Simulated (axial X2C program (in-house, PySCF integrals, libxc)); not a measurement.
Potential curves of KNi⁺, two-component

Computed with an axial X2C code built on PySCF integrals. Two-component (2c) means X2C with spin–orbit coupling and atomic mean-field two-electron Coulomb and Gaunt terms. Basis: Ni dyall-v3z [9s9p6d3f2g], K dyall-v3z [11s12p4d2f] (cores contracted in-house); Gaussian nuclei, density fitting, unrestricted open shells. Masses: Ni 57.935 u, K 38.964 u.

State: Ω = 3 (⟨Sz⟩ = 1.00, ⟨Lz⟩ = 2.00 at HF). Energies in kJ/mol from the lowest point of each curve. Fits are polynomials in 1 − R0/R over 0.85 to 1.23 times the lowest point R0.

```csv
R (Å),MP2
2.9911,7.57
3.1286,2.52
3.2317,0.66
3.3349,0.00
3.4380,0.24
3.5583,1.32
3.6787,3.00
3.8334,5.65
4.0225,9.22
4.2975,14.27
```

Correlated methods: 18 electrons correlated (number of frozen shells: Ni 3 s, 2 p; K 2 s, 1 p), 294 virtual spin orbitals or spinors in MP2.

One determinant describes the state; a PBE0 search over occupations chose it and may have missed a lower one. With several unpaired electrons one determinant need not be a pure state. A state of lower Ω lies just above, and one determinant can place such states too high, so the state shown need not be the lowest. The search has Ω = 1 only 0.00 eV up. The lowest spin-free determinant has another configuration (M_S = 1, Λ = 0), so the order of states is uncertain and this need not be the ground state. MP2 and coupled cluster on one determinant become unreliable at the stretched end.

What are Re and ωe at the MP2 level?

At MP2, 2c: Re = 3.355 Å, ωe ≈ 97.8 cm⁻¹; Be follows as 0.0643 cm⁻¹.
